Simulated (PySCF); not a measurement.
A structure optimised at PBE-D3(BJ)/def2-TZVP, used in a PySCF frequency run:

```xyz
4

Te     0.2646    -0.3347     0.3989
H      0.3054    -1.6876    -0.6008
S     -0.7515     1.1384    -1.2041
H     -2.0416     0.8787    -0.8768
```
Charge 0, spin multiplicity 1.

Task: Write its SMILES and formula.

Result: S[TeH], H2STe

Task: What are its rotational constants (standard atomic weights)?

Result: 110.91, 3.2702, 3.2484 GHz
